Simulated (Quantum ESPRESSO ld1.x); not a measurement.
Task: All-electron atom: W IV in [Xe] 4f14 5d3. Calculated with ld1.x of Quantum ESPRESSO 7.5: Dirac Kohn-Sham, PBE, spin-unpolarised, spherical densities, point nucleus; open shells fill j = l - 1/2 first. Some entries of the table are withheld. Estimate them.

orbital  occ.  eigenvalue (eV)  r(max) (bohr)  <1/r> (bohr^-1)
1s1/2       2         -69428.7            (1)            87.13
2s1/2       2         -11998.5        0.06586            21.20
2p1/2       2         -11473.8        0.04896            21.15
2p3/2       4         -10120.9        0.05580            17.77
3s1/2       2         -2785.16         0.1855              (2)
3p1/2       2         -2551.78         0.1737            7.692
3p3/2       4         -2259.23         0.1877            6.817
3d3/2       4         -1866.87            (3)            6.711
3d5/2       6         -1803.26            (4)            6.504
4s1/2       2         -597.273         0.4211            3.269
4p1/2       2         -500.525         0.4209            3.157
4p3/2       4         -432.733         0.4504            2.853
4d3/2       4         -273.994         0.4471            2.638
4d5/2       6         -261.505         0.4565            2.565
5s1/2       2         -107.374         0.9631            1.267
5p1/2       2              (5)          1.033            1.139
5p3/2       4              (6)          1.115            1.034
4f5/2       6         -62.9589         0.4262            2.102
4f7/2       8         -60.7188         0.4312            2.071
5d3/2       3         -31.4296          1.416           0.7417
5d5/2       0         -30.4789          1.454           0.7204
6s1/2       0         -28.1921          2.377           0.4894
6p1/2       0         -21.7728          2.749           0.4208
6p3/2       0         -20.3220          2.946           0.3946
6d3/2       0         -12.2576          4.137              (7)
6d5/2       0         -12.0733          4.206              (8)
5f5/2       0          -9.8626          3.762           0.2760
5f7/2       0          -9.8440          3.775           0.2753

Result: 
(1) 1s1/2 r(max) (bohr): 0.01145
(2) 3s1/2 <1/r> (bohr^-1): 7.780
(3) 3d3/2 r(max) (bohr): 0.1471
(4) 3d5/2 r(max) (bohr): 0.1510
(5) 5p1/2 eigenvalue (eV): -78.6342
(6) 5p3/2 eigenvalue (eV): -68.6684
(7) 6d3/2 <1/r> (bohr^-1): 0.2945
(8) 6d5/2 <1/r> (bohr^-1): 0.2909
